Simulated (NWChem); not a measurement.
# NH2SeBr; SMILES N[Se]Br

```xyz
5

Se     0.3962     0.9609     0.0000
Br    -0.0454    -1.3801     0.0000
N     -1.1968     1.7560     0.0000
H     -1.7514     1.6697     0.8472
H     -1.7514     1.6697    -0.8472
```
Atoms are numbered in this order, from 1.

Program: NWChem. All runs use the structure optimised with PBE0/def2-SVP. Ions are spin-unrestricted doublets at the neutral geometry; other ion states weren't tried.

For level PBE/def2-SVP:

```yaml
vertical ionisation energy, ΔSCF (eV): 8.55
"−ε(HOMO) (eV)": 5.24
```

Problem. What are these values for level CAM-B3LYP/def2-SVP?

Solution. 
| Property | Result |
|---|---|
| vertical ionisation energy, ΔSCF (eV) | 9.00 |
| −ε(HOMO) (eV) | 7.81 |
